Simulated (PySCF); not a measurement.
**Xe⁺ (xenon, charge +1) across methods**

[Kr] 4d10 5s2 5p5, 2P determinant. Calculation: PySCF 2.14, in def2-QZVPPD with the def2 core potential (28 electrons) (8s7p5d4f1g, 91 functions); a scalar-relativistic core potential.

```tsv
method	E (hartree)	mean ε 5s β (eV)	mean ε 5p α (eV)	mean ε 5p β (eV)	Σ⟨r²⟩ (bohr²)	⟨S²⟩
TPSSh	-328.8122	-29.550	-18.043	-17.238	48.71	0.754
PBE0	-328.9235	-30.571	-18.762	-17.920	48.71	0.754
PBE	-328.8910	-28.695	-17.353	-16.585	48.78	0.753
LDA	-328.4561	-29.060	-17.466	-16.744	48.76	0.751
r2SCANh	-329.0227	-29.848	-18.310	-17.424	48.62	0.755
UHF	-327.87860	-34.978	-21.996	-20.875	49.14	0.760
M06	-328.9753	-30.249	-18.528	-17.679	48.87	0.753
wB97X	-328.9566	-33.331	-21.066	-20.263	48.77	0.753
```

Question: Estimate the same row for r2SCAN.

Answer: E (hartree) = -329.0316; mean ε 5s β (eV) = -29.158; mean ε 5p α (eV) = -17.810; mean ε 5p β (eV) = -16.941; Σ⟨r²⟩ (bohr²) = 48.61; ⟨S²⟩ = 0.755.

Energies and moments cover only the electrons outside the core potential.
